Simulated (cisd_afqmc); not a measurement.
Input (AFQMC/CISD/aug-cc-pVDZ; cisd_afqmc is a phaseless AFQMC code with CISD trial states that reads the integrals written by Ansatz):

Ansatz 0.2 input:
```python
import cisd_afqmc

open("ham.yaml", "w").write("""\
crystal:
  periodic: [false, false, false]
  atoms:
    - {symbol: Br, position_ang: [0.00000000, 0.00000000, 0.00000000]}
basis:
  gaussian:
    orbitals: aug-cc-pVDZ
magnetization: {spin_polarized: true, initial_magnetization: 1}
correlation: {method: ccsd, electrons: outside_noble_gas, hamiltonian_folder: ham}
scf: {lower_state_search: full}
""")
rep = cisd_afqmc.ansatz("ham.yaml")
e_ccsd = rep["correlation"]["coupled_cluster"]["energy"]["hartree"]
out = cisd_afqmc.run("ham", e_ccsd, trial="CISD", walkers=200, populations=8, threads=8, dt=0.005, steps=40, early=24, settle=10, least=32,
    cut=5e-5, rank_cut=2e-4, target=0.0004, seconds=1500, seed=1, memory=17280, gpu=False)
```

Output:

```
orbitals 22, occupied [4, 3], factors 79 of 240, rank of the doubles 78 of 129
E(HF) = -2572.370780
E(CCSD) on the cut factors = -2572.484050, shift to the whole factors 0.000023
Energy of the trial state on the determinant = -2572.483982
  tau behind 7.2 of longer steps, mean of the populations' last blocks
   2.0  -2572.48630
   4.0  -2572.48629
   6.0  -2572.48596
   8.0  -2572.48603
blocks 263 (2 outliers left out), error by blocks joined: 1: 0.00004, 2: 0.00005, 4: 0.00006, 8: 0.00008, 16: 0.00008
E(AFQMC/CISD) = -2572.48608 +/- 0.00008
```
